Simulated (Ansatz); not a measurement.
Gas-phase electronic energies from Ansatz, PBE0-D4/def2-TZVP geometries. CCSD(T)/CBS adds triple-zeta CCSD(T) − MP2 to the extrapolated MP2 energy (def2 sets, frozen cores). DFT in def2-TZVPP. B3LYP here is the variant with VWN-RPA as its local correlation; programs differ in this. One conformer a species, not always the lowest.

`FC[C]1=[C]([SiH3])[AlH]1` + `OBS` → `[SiH3]OBS` + `FC[C]1=[CH][AlH]1`  (ligand exchange at the Si–C bond)

`FC[C]1=[C]([SiH3])[AlH]1`:

Cartesian coordinates in Å:
```
F 1.416 0.735 1.312
C 0.155 1.314 1.263
C -0.725 0.668 0.277
C -0.466 -0.388 -0.564
Si 1.059 -1.421 -0.810
Al -2.202 0.253 -0.769
H -0.282 1.246 2.265
H 0.284 2.374 1.020
H 2.209 -0.592 -1.261
H 0.791 -2.438 -1.863
H 1.429 -2.144 0.437
H -3.667 0.393 -1.307
```

`OBS`:

Cartesian coordinates in Å:
```
O 1.271 -0.426 -0.658
B 0.346 0.095 0.177
S -1.428 -0.057 -0.167
H 0.920 -0.873 -1.433
H 0.729 0.661 1.155
H -1.839 0.601 0.926
```

`[SiH3]OBS`:

Cartesian coordinates in Å:
```
Si 1.058 0.180 0.884
O -0.206 0.839 0.061
B -1.192 0.522 -0.802
S -1.506 -1.120 -1.488
H 0.775 0.298 2.334
H 1.244 -1.253 0.531
H 2.278 0.939 0.529
H -1.947 1.376 -1.167
H -0.505 -1.782 -0.881
```

`FC[C]1=[CH][AlH]1`:

Z-matrix (Å, degrees):
```
C
C 1 1.474
F 1 1.384 2 112.1
H 1 1.096 2 110.6 3 -119.9
H 1 1.096 2 110.6 3 119.9
Al 2 1.857 1 162.0 3 -0.4
C 2 1.370 1 130.0 3 179.7
H 6 1.568 2 157.9 1 0.1
H 7 1.090 2 127.5 1 -0.0
```

(1) Is it downhill or uphill in electronic energy at CCSD(T)/CBS, and by how much? (Estimate.)

(2) What do these levels give: r2SCAN-D4, B3LYP-D4, ωB97X-V, ωB97M-V, B2PLYP, PBE, PBE0, HF/def2-TZVPP, SCS-MP2/def2-TZVPP, CCSD(T)/def2-TZVPP, SCS-MP2/def2-QZVPP, HF/CBS(def2)? (Estimate.)

Largest T1 diagnostic among the species: 0.013.

## Answers

(1) The calculation gave: Downhill: ΔE = -61.8 kJ/mol.

(2) Ansatz gave: r2SCAN-D4 -56.6, B3LYP-D4 -63.6, ωB97X-V -61.4, ωB97M-V -60.7, B2PLYP -65.4, PBE -49.2, PBE0 -55.0, HF/def2-TZVPP -84.5, SCS-MP2/def2-TZVPP -65.3, CCSD(T)/def2-TZVPP -60.9, SCS-MP2/def2-QZVPP -66.4, HF/CBS(def2) -86.9 kJ/mol.

The D4 term adds +3.2 kJ/mol with B3LYP and +1.8 kJ/mol with PBE0; it sums over pairs of atoms, weighted by their polarisabilities, and B3LYP, whose exchange is more repulsive, gets the larger term. In def2-TZVPP, CCSD(T) changes the Hartree–Fock value by +23.6 kJ/mol (the triples alone add +4.2 kJ/mol) and MP2 by +24.4 kJ/mol. From PBE to PBE0 (25 % exact exchange), in def2-TZVPP and without D4, ΔE moves by −5.8 kJ/mol.
